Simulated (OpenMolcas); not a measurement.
Re4+ among 6 point charges of -1.5 e arranged as a trigonal prism (D3h), 2.26 Å from the ion, with a polar angle of 44.2° against the regular 49.1°.
```
   1.5753    0.0000    1.6205  -1.50
  -0.7877    1.3643    1.6205  -1.50
  -0.7877   -1.3643    1.6205  -1.50
   1.5753    0.0000   -1.6205  -1.50
  -0.7877    1.3643   -1.6205  -1.50
  -0.7877   -1.3643   -1.6205  -1.50
```

| Quantity | Value |
| --- | --- |
| Program | OpenMolcas |
| Method | CASSCF |
| Basis | ANO-RCC-VTZP [8s7p5d3f2g1h] |
| Scalar Hamiltonian | DKH2, point nucleus |
| Active space | 3 electrons in 5 orbitals (5d) |
| State averaging | 2S+1 = 4 even, 10 roots; 2S+1 = 2 even, 40 roots |
| Spin-orbit coupling | state interaction with AMFI integrals over the reference wave functions |

(1) What is the spin-free ground state (labels of D3, the rotations of D3h)?

(2) Where is the first state of the same spin?

(3) What are the lowest two levels with spin-orbit coupling?

(4) What is χT at 300 K?

## Answers

(1) 4A2, 1-fold in its orbital part, 92 % from free-ion F terms; it has the highest spin that d3 allows.

(2) 4E at 4070 cm-1 above the ground state.

(3) A 2-fold level E1/2 with g = 0.41, 0.41, 1.54, then a 2-fold level E3/2 3223 cm-1 above it. Their leading multiplicities are 4 (89 %) and 4 (96 %).

(4) 0.12 cm3 K/mol.

Spin-orbit coupling mixes the spin-free states strongly: the lowest level takes only 51 % from its leading state, 4A2. Without dynamic correlation the repulsion within the d shell is too large (B by tens of per cent), so at a given field states of lower spin stand too high. Point charges carry no covalency, so the field is a model and not that of real ligands. No measured value stands beside these numbers.
